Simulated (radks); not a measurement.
Removal energies from the germanium ion Ge3+, [Ar] 3d10 4s1, by Delta-SCF beside the eigenvalue of the level emptied. Calculated with a radial shooting solver on a logarithmic mesh with Libxc functionals: Dirac Kohn-Sham, PBE, spin-unpolarised, spherical densities, finite nucleus; Fermi nuclear charge, rms radius of each element as measured or else 0.836 A^(1/3) + 0.57 fm. Sub-shells are occupied by j as written (lower j first in brackets).

| removed from | final configuration | Delta-SCF (eV) | -eigenvalue (eV) |
|---|---|---|---|
| 4s1/2 | [Ar] 3d10 | 46.341 | 40.450 |
| 3d5/2 | [Ar] 3d(3/2: 4, 5/2: 5) 4s1 | 75.116 | 62.849 |
| 3d3/2 | [Ar] 3d(3/2: 3, 5/2: 6) 4s1 | 75.751 | 63.441 |
| 3p3/2 | [Ne] 3s2 3p(1/2: 2, 3/2: 3) 3d10 4s1 | 161.22 | 148.19 |
